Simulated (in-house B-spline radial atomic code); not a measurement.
Ionising Co4+ with different functionals

Computed with an all-electron radial atomic-structure program (B-spline basis): scalar-relativistic (spin-free X2C) Hamiltonian, Fermi nucleus of rms radius 3.7875 fm, spin-polarised at highest spin, spherical fractional occupations for the functionals, and exact exchange of hybrids averaged over the configuration. The ionisation energy is the difference of two self-consistent energies, [Ar] 3d5 → [Ar] 3d4, without Breit or QED terms; ε is the level of the shell that loses the electron (its least bound occupied spin orbital).

```
   method                    rung  ΔSCF (eV)  -ε(3d) (eV)
     PBE0           global hybrid      79.65        71.69
    B3LYP           global hybrid      79.66        71.00
    TPSSh           global hybrid      79.57        69.59
BHandHLYP           global hybrid      79.50        74.91
  r2SCAN0           global hybrid      80.15        72.24
    B97-1           global hybrid      79.47        70.96
    HSE06  range-separated hybrid      79.59        71.22
    wB97X  range-separated hybrid      79.18        73.64
CAM-B3LYP  range-separated hybrid      79.62        73.01
  LC-wPBE  range-separated hybrid      79.60        73.85
```

Q: Among the functionals, which spreads more, the ΔSCF values or the orbital energies?

A: The orbital energies: ΔSCF values span about 0.97 eV and the orbital energies 5.32 eV; here energy differences depend much less on the functional than eigenvalues do.

Q: How do they compare with the NIST value?

A: NIST lists 79.5 eV ± 0.2 (semi-empirical, ground level to ground level). Errors run from -0.32 to +0.65 eV; BHandHLYP is closest (-0.00 eV), though others lie within the uncertainty of it, and part of that can be cancellation, since the calculations leave out spin-orbit coupling, Breit-QED terms, multiplet and fine-structure energies.
